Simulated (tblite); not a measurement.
Compound: C6H7P.
Atom-mapped SMILES: `[CH:1]#[C:2][P:3]([C:4]#[CH:5])[CH2:6][CH3:7]` (hydrogens: H8 on C1; H9 on C5; H10, H11 on C6; H12, H13, H14 on C7)

The geometry is computed with GFN2-xTB (gas phase).

Task: List the bond lengths, angles and torsions at this level.

Result: 
```json
{"bond": "C1≡C2, C4≡C5", "length (Å)": "1.202"}
{"bond": "C2–P3, P3–C4", "length (Å)": "1.772"}
{"bond": "P3–C6", "length (Å)": "1.876"}
{"bond": "C6–C7", "length (Å)": "1.523"}
{"bond": "C1–H8, C5–H9", "length (Å)": "1.051"}
{"bond": "C6–H10, C6–H11", "length (Å)": "1.094"}
{"bond": "C7–H12, C7–H13, C7–H14", "length (Å)": "1.089"}
```

Bonds in one row agree within 0.01 Å and their mean is given. A selection of angles:
```json
{"angle": "C2–C1–H8", "degrees": "177.4"}
{"angle": "C1–C2–P3", "degrees": "173.8"}
{"angle": "C2–P3–C4", "degrees": "96.2"}
{"angle": "C2–P3–C6", "degrees": "97.3"}
{"angle": "C4–P3–C6", "degrees": "96.4"}
{"angle": "P3–C6–C7", "degrees": "111.1"}
{"angle": "P3–C6–H10", "degrees": "109.4"}
{"angle": "P3–C6–H11", "degrees": "107.2"}
{"angle": "C7–C6–H10", "degrees": "110.7"}
{"angle": "C7–C6–H11", "degrees": "110.3"}
{"angle": "H10–C6–H11", "degrees": "108.1"}
{"angle": "C6–C7–H12", "degrees": "110.8"}
{"angle": "C6–C7–H14", "degrees": "110.4"}
{"angle": "H12–C7–H13", "degrees": "108.4"}
```

Torsions: C2–P3–C6–C7 73° (synclinal). The mirror-image conformer, all signs reversed, is as good.

The 3 C–C bonds span 1.202 Å (C4≡C5, drawn triple) to 1.523 Å (C6–C7, drawn single), a spread of 0.321 Å. Of the pairs four or more bonds apart, C2···H14 is among the closest relative to their van der Waals radii: 2.84 Å, 98 % of the sum of Bondi's values. P3 (phosphine phosphorus) is pyramidal (angles 97.3°, 96.4° and 96.2°, sum 289.9°, 0.91 Å off the plane of its three neighbours). The C–P distances run from 1.772 Å (P3–C4, drawn single) to 1.876 Å (P3–C6, drawn single), a spread of 0.104 Å.

Point group: C1 (no symmetry element, even within 0.4 Å). Its GFN2-xTB frequencies are all real (lowest 71 cm⁻¹). The numbers are those of one conformer. 3 starts were optimised and ended at 0.00, 0.01 and 2.33 kcal/mol (GFN2-xTB); the lowest of these is shown.
